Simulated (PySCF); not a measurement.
# Electronic structure of P⁺ (phosphorus, charge +1) at the UHF level

Configuration: [Ne] 3s2 3p1 3d1, one real determinant (an excited configuration). Computed with PySCF 2.14 in aug-cc-pCVTZ-DK (8s7p5d3f, 75 functions), with the spin-free X2C one-electron Hamiltonian (Gaussian nucleus).

```
Total energy                                                  : -340.735269 hartree
One-electron energy                                           : -464.5315 hartree
Hartree (Coulomb) energy                                      : 146.0564 hartree
Exchange energy                                               : -22.2602 hartree
⟨S²⟩                                                          : 2.0097
⟨L²⟩                                                          : 8.033
Sum of ⟨r⟩                                                    : 13.29 bohr
Sum of ⟨r²⟩                                                   : 29.19 bohr²
Traceless quadrupole moment −½Σ⟨3z² − r²⟩ along its main axis : 2.06 e·bohr²
Langevin diamagnetic susceptibility                           : -23.1 ×10⁻⁶ cm³/mol
```

```json
{"shell": "1s α", "electrons": "1", "mean orbital energy (eV)": "-2198.5", "spread (eV)": "0", "rms radius, mean of both spins (bohr)": "0.120"}
{"shell": "1s β", "electrons": "1", "mean orbital energy (eV)": "-2198.3", "spread (eV)": "0", "rms radius, mean of both spins (bohr)": "0.120"}
{"shell": "2s α", "electrons": "1", "mean orbital energy (eV)": "-221.02", "spread (eV)": "0", "rms radius, mean of both spins (bohr)": "0.559"}
{"shell": "2s β", "electrons": "1", "mean orbital energy (eV)": "-220.75", "spread (eV)": "0", "rms radius, mean of both spins (bohr)": "0.559"}
{"shell": "2p α", "electrons": "3", "mean orbital energy (eV)": "-162.60", "spread (eV)": "0.562", "rms radius, mean of both spins (bohr)": "0.539"}
{"shell": "2p β", "electrons": "3", "mean orbital energy (eV)": "-162.08", "spread (eV)": "0.523", "rms radius, mean of both spins (bohr)": "0.539"}
{"shell": "3s α", "electrons": "1", "mean orbital energy (eV)": "-32.209", "spread (eV)": "0", "rms radius, mean of both spins (bohr)": "1.92"}
{"shell": "3s β", "electrons": "1", "mean orbital energy (eV)": "-28.782", "spread (eV)": "0", "rms radius, mean of both spins (bohr)": "1.92"}
{"shell": "3p α", "electrons": "1", "mean orbital energy (eV)": "-22.169", "spread (eV)": "0", "rms radius, mean of both spins (bohr)": "2.20"}
{"shell": "3d α", "electrons": "1", "mean orbital energy (eV)": "-7.457", "spread (eV)": "0", "rms radius, mean of both spins (bohr)": "3.81"}
```

⟨L²⟩ = 8.03 against 12 for a pure F term, so this real determinant mixes terms. The outer electron is Rydberg-like, and this basis confines it to a smaller radius and binds it less than a complete one would.

Densities and radii are taken from the X2C orbitals without a picture-change correction, which distorts them close to the nucleus.

Spin-orbit constants ζ (cm⁻¹) from the X2C one-electron operator on these orbitals: bare nucleus, nucleus screened by l(l+1)(2l+1)/3 electrons, and screened by the Breit-Pauli mean field of the electrons.

```csv
shell,bare,screened nucleus,mean field
2p,5499,4766,4435
3p,389.0,337.1,308.9
3d,8.635,2.878,1.712
```

To first order the Landé constant is A = 52.06 cm⁻¹, so the lowest level has J = 2 and lies 0.0258 eV below the centre of the term. This holds in LS coupling only.
